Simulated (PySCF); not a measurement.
Ionisation energy of La⁴¹⁺ by level of theory

La⁴¹⁺ [Ne] 3s2 3p4 (3P) → La⁴²⁺ [Ne] 3s2 3p3 (4S), as a difference of total energies. All numbers are calculated (PySCF 2.14, scalar relativity by spin-free X2C-1e, in an uncontracted even-tempered set (18 s from 7.3 bohr⁻², ratio 2.5; 12 p from 9.5 bohr⁻², ratio 2.5; 4 d from 42 bohr⁻², ratio 2.7; 4 f from 63 bohr⁻², ratio 2.7)). Correlated levels: outer shells: 1s2 frozen; virtual orbitals above 40 to 60 times the deepest correlated orbital energy dropped. The calculations carry no spin-orbit coupling.

```csv
method,ionisation energy (eV)
UHF,3153.2
LDA,3155.9
PBE,3156.7
PBE0,3156.3
r2SCAN,3156.0
TPSSh,3156.6
PBEsol,3155.8
MP2 (outer shells),3154.3
SCS-MP2 (outer shells),3154.3
```

Spin-orbit coupling is strong in these open shells (close to jj coupling). The scalar numbers leave it out and a first-order estimate fails, so it can dominate the gap to the real levels.

The ground level that NIST lists for one species does not belong to the high-spin term computed here, so part of any gap is the choice of state.

Breit and QED terms and the two-electron picture change are absent.

For comparison: 3133 ± 4 eV (theoretical estimate listed by NIST; NIST Atomic Spectra Database, ionization energies).
